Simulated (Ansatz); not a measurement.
Input file:

```yaml
crystal:
  periodic: [false, false, false]
  atoms:
    - { symbol: Si, position_ang: [0.098015, -1.210177, 0.04296] }
    - { symbol: O, position_ang: [-1.092874, -0.635934, -0.98011] }
    - { symbol: H, position_ang: [-0.16848, -2.682154, 0.170027] }
    - { symbol: H, position_ang: [1.476002, -1.007377, -0.489188] }
    - { symbol: "N", position_ang: [0.051414, -0.348876, 1.525293] }
    - { symbol: H, position_ang: [-0.435433, 1.590391, -1.276868] }
    - { symbol: "N", position_ang: [0.209839, 2.199079, -0.772716] }
    - { symbol: H, position_ang: [-1.572407, -1.309265, -1.471015] }
    - { symbol: H, position_ang: [0.899301, -0.011478, 1.962232] }
    - { symbol: H, position_ang: [-0.732766, -0.374614, 2.165032] }
    - { symbol: H, position_ang: [1.140182, 1.905385, -1.069997] }
    - { symbol: H, position_ang: [0.127105, 1.885021, 0.194349] }
basis:
  gaussian: { orbitals: def2-SVP }
hamiltonian:
  xc: pbe0
  dispersion: d4
neb:
  order_check: false
  images: 7
  f_tol: 0.03
  max_iterations: 60
  final_atoms:
    - { symbol: Si, position_ang: [1.02412719, -0.43456071, 0.15875947] }
    - { symbol: O, position_ang: [-2.15554059, 0.18233327, -0.45601875] }
    - { symbol: H, position_ang: [0.92077836, -1.54893964, -0.84282809] }
    - { symbol: H, position_ang: [2.41454347, -0.46624179, 0.71689722] }
    - { symbol: "N", position_ang: [-0.04350965, -0.4190826, 1.49617882] }
    - { symbol: H, position_ang: [-1.31613864, 0.61140853, -0.72289917] }
    - { symbol: "N", position_ang: [0.60324039, 0.97219129, -0.80324829] }
    - { symbol: H, position_ang: [-2.25164833, -0.53521919, -1.09122862] }
    - { symbol: H, position_ang: [0.17789171, -0.88026905, 2.36876901] }
    - { symbol: H, position_ang: [-1.0402846, -0.37889109, 1.28263799] }
    - { symbol: H, position_ang: [0.96017702, 1.01812572, -1.75370119] }
    - { symbol: H, position_ang: [0.70626167, 1.87914626, -0.3533194] }
  initial_path:
    images:
      - { positions_ang: [[0.098015, -1.210177, 0.04296], [-1.092874, -0.635934, -0.98011], [-0.16848, -2.682154, 0.170027], [1.476002, -1.007377, -0.489188], [0.051414, -0.348876, 1.525293], [-0.435433, 1.590391, -1.276868], [0.209839, 2.199079, -0.772716], [-1.572407, -1.309265, -1.471015], [0.899301, -0.011478, 1.962232], [-0.732766, -0.374614, 2.165032], [1.140182, 1.905385, -1.069997], [0.127105, 1.885021, 0.194349]] }
      - { positions_ang: [[0.19661028, -1.05271967, 0.05619256], [-1.18749854, -0.52317376, -0.84215356], [-0.01836197, -2.43913363, -0.08187798], [1.5923131, -0.85771213, -0.27738783], [0.02111229, -0.38730325, 1.57102644], [-0.54655443, 1.40504754, -1.18039214], [0.25554463, 1.96494828, -0.81731951], [-1.62763194, -1.15534834, -1.39612368], [0.80450764, -0.20538703, 2.08878429], [-0.81157622, -0.43294956, 2.10203174], [1.06487587, 1.75170054, -1.26580198], [0.2565573, 1.93203203, 0.04302066]] }
      - { positions_ang: [[0.29520555, -0.89526235, 0.06942512], [-1.28212309, -0.41041353, -0.70419713], [0.13175606, -2.19611327, -0.33378296], [1.7086242, -0.70804726, -0.06558765], [-0.00918942, -0.4257305, 1.61675987], [-0.65767586, 1.21970408, -1.08391629], [0.30125026, 1.73081756, -0.86192302], [-1.68285688, -1.00143168, -1.32123236], [0.70971428, -0.39929605, 2.21533658], [-0.89038644, -0.49128513, 2.03903147], [0.98956974, 1.59801607, -1.46160696], [0.38600961, 1.97904306, -0.10830768]] }
      - { positions_ang: [[0.39380083, -0.73780502, 0.08265768], [-1.37674763, -0.29765329, -0.56624069], [0.28187409, -1.9530929, -0.58568794], [1.8249353, -0.55838239, 0.14621252], [-0.03949113, -0.46415776, 1.66249331], [-0.76879729, 1.03436062, -0.98744043], [0.34695589, 1.49668683, -0.90652653], [-1.73808182, -0.84751502, -1.24634103], [0.61492093, -0.59320508, 2.34188887], [-0.96919667, -0.54962069, 1.97603121], [0.91426361, 1.44433161, -1.65741194], [0.51546191, 2.02605408, -0.25963602]] }
      - { positions_ang: [[0.49239611, -0.5803477, 0.09589024], [-1.47137218, -0.18489306, -0.42828426], [0.43199212, -1.71007254, -0.83759292], [1.94124639, -0.40871752, 0.35801269], [-0.06979284, -0.50258501, 1.70822674], [-0.87991872, 0.84901716, -0.89096457], [0.39266152, 1.26255611, -0.95113004], [-1.79330676, -0.69359835, -1.17144971], [0.52012757, -0.7871141, 2.46844116], [-1.04800689, -0.60795626, 1.91303094], [0.83895748, 1.29064715, -1.85321692], [0.64491421, 2.07306511, -0.41096436]] }
      - { positions_ang: [[0.62532888, -0.54390095, 0.11160754], [-1.64241428, -0.09308647, -0.43521788], [0.55418868, -1.66978931, -0.83890171], [2.05957066, -0.42309859, 0.44773382], [-0.06322205, -0.48170941, 1.65521476], [-0.9889737, 0.789615, -0.84894822], [0.44530624, 1.18996491, -0.9141596], [-1.90789215, -0.65400356, -1.15139444], [0.4345686, -0.81040284, 2.44352313], [-1.04607632, -0.55068997, 1.7554327], [0.86926237, 1.22251679, -1.82833798], [0.66025108, 2.0245854, -0.39655312]] }
      - { positions_ang: [[0.75826165, -0.5074542, 0.12732485], [-1.81345638, -0.00127989, -0.4421515], [0.67638524, -1.62950609, -0.8402105], [2.17789493, -0.43747965, 0.53745496], [-0.05665125, -0.4608338, 1.60220278], [-1.09802868, 0.73021284, -0.80693187], [0.49795096, 1.1173737, -0.87718917], [-2.02247755, -0.61440877, -1.13133917], [0.34900964, -0.83369158, 2.41860509], [-1.04414574, -0.49342367, 1.59783447], [0.89956725, 1.15438643, -1.80345905], [0.67558794, 1.97610569, -0.38214188]] }
      - { positions_ang: [[0.89119442, -0.47100745, 0.14304216], [-1.98449849, 0.09052669, -0.44908512], [0.7985818, -1.58922286, -0.84151929], [2.2962192, -0.45186072, 0.62717609], [-0.05008045, -0.4399582, 1.5491908], [-1.20708366, 0.67081068, -0.76491552], [0.55059567, 1.04478249, -0.84021873], [-2.13706294, -0.57481398, -1.11128389], [0.26345068, -0.85698031, 2.39368705], [-1.04221517, -0.43615738, 1.44023623], [0.92987214, 1.08625607, -1.77858012], [0.6909248, 1.92762598, -0.36773064]] }
      - { positions_ang: [[1.02412719, -0.43456071, 0.15875947], [-2.15554059, 0.18233327, -0.45601875], [0.92077836, -1.54893964, -0.84282809], [2.41454347, -0.46624179, 0.71689722], [-0.04350965, -0.4190826, 1.49617882], [-1.31613864, 0.61140853, -0.72289917], [0.60324039, 0.97219129, -0.80324829], [-2.25164833, -0.53521919, -1.09122862], [0.17789171, -0.88026905, 2.36876901], [-1.0402846, -0.37889109, 1.28263799], [0.96017702, 1.01812572, -1.75370119], [0.70626167, 1.87914626, -0.3533194]] }
```

Launched with:

```bash
$ ansatz run input.yaml --threads 2 --pin off --max-ram 3072MiB --backend cpu --events-out ev --progress --plain --runs-dir out
```

Hardware: 2 threads of Arm Neoverse N1 (shared host).

Task: Roughly how long does this run take, and how much memory?

Result: 6.5 min, with a peak of 0.21 GiB, for 15 band iterations.
